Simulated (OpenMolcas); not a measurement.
## V4+: moving the ligands

V4+ with 4 ligands (fluoride) in tetrahedral coordination (Td) at 1.76 Å. Ligand basis ANO-RCC-VDZP.
```
V     0.0000    0.0000    0.0000
F     1.0161    1.0161    1.0161
F     1.0161   -1.0161   -1.0161
F    -1.0161    1.0161   -1.0161
F    -1.0161   -1.0161    1.0161
```

```
Program             : OpenMolcas
Method              : SS-CASPT2, IPEA 0.25 Eh, imaginary shift 0.1 Eh (closed shells correlated: 3s 3p and the ligand valence shells)
Basis               : ANO-RCC-VTZP [6s5p3d2f1g]
Scalar Hamiltonian  : DKH2, point nucleus
Active space        : 1 electron in 5 orbitals (3d)
State averaging     : 2S+1 = 2 even, 5 roots
Spin-orbit coupling : state interaction with AMFI integrals over the reference wave functions
```

Runs around this geometry, states (labels of Td). Energies in cm-1 above the lowest state or level, χT in cm3 K/mol; 10Dq is the gap between the two states; 10Dq is negative for this site.

```tsv
R (Å)	Ground state	First state of that spin	10Dq	First gap with spin-orbit (degeneracies)	χT at 300 K
1.72	2E	2T2 12230	-12235	12190 (4, 4)	0.373
1.76	2E	2T2 11430	-11431	11380 (4, 4)	0.373
1.84	2E	2T2 10180	-10177	10120 (4, 4)	0.373
```

Taking |10Dq| as R^-n, n = -ln(10177 / 12235) / ln(1.84 / 1.72) = 2.7 between the shortest and longest distance. The point-charge formula for a cubic d site gives n = 5.

Roots that are degenerate in the reference are averaged as groups; the widest CASPT2 spread within a group is 47 cm-1 (the 3-fold group of multiplicity 2 near 12200 cm-1 above the lowest state of its run, R = 1.72). Shifts and gaps below about the spread of the groups concerned are not significant. Over all roots computed the reference weight is 0.75 in R = 1.76, 0.74 in R = 1.84; a low but even weight reflects the number of correlated electrons. An orbital doublet at a regular site is open to a Jahn-Teller distortion, which this geometry leaves out. Ligand-to-metal charge-transfer states are missing. With one d shell and no ligand orbital active, 10Dq can be off by a tenth or more. The least metal-like active orbital is 81 % on the metal (Löwdin) and no ligand orbital is active, so the numbers are rough (holds for R = 1.72). The least metal-like active orbital is 82 % on the metal (Löwdin) and no ligand orbital is active, so the numbers are rough (holds for R = 1.76). The least metal-like active orbital is 83 % on the metal (Löwdin) and no ligand orbital is active, so the numbers are rough (holds for R = 1.84). No measured value stands beside these numbers; the geometry is a model, was not optimised and need not be the one that this ion takes.
